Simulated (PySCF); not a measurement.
TMS, C₄H₁₂Si.
SMILES with atom numbers: `[CH3:1][Si:2]([CH3:3])([CH3:4])[CH3:5]` (hydrogens: H6, H7, H8 on C1; H9, H10, H11 on C3; H12, H13, H14 on C4; H15, H16, H17 on C5)

The geometry is computed with GFN2-xTB (gas phase).

**Question.** What internal coordinates does the optimisation give?

**Answer.** 
| bond | length (Å) | order |
| --- | --- | --- |
| C1–Si2 and 3 like bonds | 1.909 | single |
| C1–H6 and 11 like bonds | 1.086 | single |

Bonds in one row agree within 0.01 Å and their mean is given. Orders are formal, as drawn. A selection of angles:
| angle | degrees |
| --- | --- |
| Si2–C1–H6 | 111.4 |
| H6–C1–H7 | 107.5 |
| C1–Si2–C3 | 109.5 |

Si2 (four-coordinate silicon) is tetrahedral (angles from 109.4° to 109.6°). All 4 C–Si bonds measure 1.909 Å.

Point group: Td (tolerance 0.08 Å). Stationary, but not proved a minimum.
